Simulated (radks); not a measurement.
The numbers below are computed, except where a source is named.
The nuclear charge of neutral calcium is varied continuously with 20 electrons held in [Ar] 4s2. Level of theory: non-relativistic Kohn-Sham, BLYP, spin-polarised, spherical densities, point nucleus (a radial shooting solver on a logarithmic mesh with Libxc functionals). By the Hellmann-Feynman theorem dE/dZ = E(electron-nucleus)/Z, the electronic potential at the nucleus.

Z,E (hartree),E(electron-nucleus)/Z (hartree),HOMO,e(HOMO) (eV),<r> HOMO (bohr)
19.8,-661.64740,-79.1789,4s,-2.407,4.282
20,-677.58522,-80.1989,4s,-3.600,4.012
20.2,-693.72684,-81.2170,4s,-4.907,3.789
20.4,-710.07193,-82.2336,4s,-6.321,3.600
20.6,-726.62019,-83.2489,4s,-7.834,3.435
20.8,-743.37140,-84.2631,4s,-9.443,3.291
21,-760.32537,-85.2764,4s,-11.144,3.162

The central difference of E at Z = 20 is -80.199 hartree, to compare with the third column; the second derivative is -5.1 hartree.
